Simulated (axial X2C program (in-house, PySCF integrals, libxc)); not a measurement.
ScSe: from the spin-free to the two-component result

Calculated with an in-house all-electron X2C program for linear molecules (integrals from PySCF). Spin-free means the one-electron spin-free X2C Hamiltonian; two-component (2c) means X2C with spin–orbit coupling and atomic mean-field two-electron Coulomb and Gaunt terms, so the difference of the two also holds small scalar two-electron terms. Basis: Se dyall-cv3z [8s9p6d4f1g], Sc dyall-cv3z [10s11p7d5f2g] (cores contracted in-house); Gaussian nuclei, density fitting, unrestricted open shells. Masses: Se 79.917 u, Sc 44.956 u.

Spin-free state: M_S = 1/2, Λ = 0 (beyond evenly filled blocks: σα); fragments Se + Sc.

```
 level  Re (Å)  ωe (cm⁻¹)  De (eV)  μ (D)
  PBE0   2.252      437.8    4.376   5.80
r2SCAN   2.260      429.1    4.922   5.51
```

Dipoles are positive if Sc is the positive end.

Two-component determinant lowest at the distance of the search:

Ω = 1/2 (⟨Sz⟩ = 0.50, ⟨Lz⟩ = 0.00 at PBE0); fragments Se + Sc.

```csv
level,Re (Å),ωe (cm⁻¹),De (eV),μ (D)
PBE0,2.253,436.9,4.317,5.79
r2SCAN,2.261,428.5,n/a,5.50
```

Task: From the two tables, how do the constants change at the PBE0 level (2c against spin-free)?

Result: At the PBE0 level Re increases by 0.001 Å and ωe falls by 0.9 cm⁻¹; De is not compared, since the atomic limits differ or miss part of their spin–orbit lowering.

The state is a single determinant with fixed occupations, the lowest that a limited PBE0 search found. Dissociation energies refer to the lowest single-determinant-based atoms at the same level and basis. De is not given where an atomic determinant may have missed its ground term or J level, or where the truncated virtual space spoils (T). Density functionals use the spin component along the axis (collinear). In 2c an atomic determinant is not the ground J level, so De misses part of the atomic spin–orbit lowering. This holds for PBE0. The functionals have no current-density term, which raises determinants with orbital currents, atoms included. The stretched end of a curve changes character and is left out.
